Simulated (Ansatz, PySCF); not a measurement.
GeBr₂, SMILES [Br][Ge][Br] (connectivity only; charge and spin as stated), neutral, multiplicity 1. Atoms are numbered in the order given.

```xyz
3

Ge     0.0000     0.0000     1.0225
Br     0.0000     1.8107    -0.4674
Br     0.0000    -1.8107    -0.4674
```

Geometry optimised at PBE0-D3(BJ)/def2-SVP. The isomer is the one that the SMILES or the coordinates give; other isomers of the formula were not compared.

Vertical ionisation energy (IE) and electron affinity (EA) in eV. Rows of orbital energies are one-electron estimates. Where ΔSCF, EOM or ADC give a negative EA the extra electron is unbound and the value depends on the basis.

```
level                                                                        IE    EA
------------------------------------------------------------------------  -----  ----
−ε(HOMO), −ε(LUMO), ωB97X/def2-TZVPD (PySCF)                               9.93  1.33
−ε(HOMO), −ε(LUMO), PBE/def2-TZVPD (PySCF)                                 6.78  3.94
ΔSCF, CAM-B3LYP/def2-SVPD (Ansatz), final states of multiplicity 2 and 2  10.04  1.54
ΔSCF, PBE/def2-SVPD (Ansatz), final states of multiplicity 2 and 2         9.69  1.33
```

**Question.** What vertical singlet–triplet gap does ΔSCF give with CAM-B3LYP/def2-SVPD (Ansatz, a first-principles code) and with PBE/def2-SVPD (Ansatz)? (The exact figures need the calculation; the answer reports its results.)

**Answer.** 2.60 and 2.55 eV (triplet above singlet where positive).
